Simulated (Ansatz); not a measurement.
Cs3I2. Total charge 0; doublet. Geometry PBE-D4/def2-SVP, basis def2-TZVP, Ansatz.

Cartesian coordinates in Å:
```
Cs 1.450 -0.779 4.297
Cs -2.245 -1.161 -2.057
Cs 1.583 1.632 -0.134
I -0.592 -1.172 1.211
I -0.196 1.480 -3.317
```

```json
{"run": "A", "HOMO (eV)": "-2.10", "LUMO (eV)": "-1.62"}
{"run": "B", "HOMO (eV)": "-2.21", "LUMO (eV)": "-1.24"}
{"run": "C", "HOMO (eV)": "-2.06", "LUMO (eV)": "-1.30"}
{"run": "D", "HOMO (eV)": "-2.43", "LUMO (eV)": "-1.09"}
{"run": "E", "HOMO (eV)": "-3.39", "LUMO (eV)": "0.04"}
```

In the def2 sets Cs, I take a core potential; there is no spin–orbit coupling. Another isomer (doublet) lies 0.06 eV lower at PBE0-D4/def2-TZVP; other spin states weren't run for this one.

HOMO and LUMO are taken over both spins.

**Question.** The runs used PBE, PBE0, r2SCAN, r2SCANh, ωB97X-V. Estimate which is which.

**Answer.** A PBE (0 % exact exchange); B r2SCANh (10 % exact exchange); C r2SCAN (0 % exact exchange); D PBE0 (25 % exact exchange); E ωB97X-V (range-separated). Exact exchange lowers occupied and raises empty levels; among semilocal functionals meta-GGAs tend to open the gap a little, and such runs are hard to tell apart. The gap grows from 0.48 eV (PBE) to 3.43 eV (ωB97X-V).
